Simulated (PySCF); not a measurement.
**From computed data to an observable: oscillator strength and radiative lifetime**

Al(H)2(NH2) (AlH₄N), SMILES [NH2][AlH2].

Coordinates come from a B3LYP-D3(BJ)/def2-TZVP optimisation.

TDDFT-M06-2X/def2-TZVPD (PySCF) puts the first singlet state with f over 0.02 at 6.36 eV (vertical), with the transition dipole (-0.662, 0.000, 0.000) in atomic units.

Task: Find the oscillator strength, the wavelength and the radiative lifetime that this transition would have in vacuum if emission retraced absorption.

Result: 
|μ|² = 0.4382 au, so |μ| = 1.68 D. ΔE = 6.36/27.211 = 0.2337 hartree. f = (2/3) ΔE |μ|² = 0.068 (the program prints 0.068).
λ = 1239.84/6.36 = 195 nm; ν = 51297 cm⁻¹.
Einstein's coefficient A = 0.6670 ν² f s⁻¹ (ν in cm⁻¹) = 1.2e8 s⁻¹, so τ = 1/A = 8.3 ns. This state is S2; the lower singlet has f = 0.000. The figure is the radiative limit of this one transition; relaxation, internal conversion, crossing to triplets and a medium change what is measured.
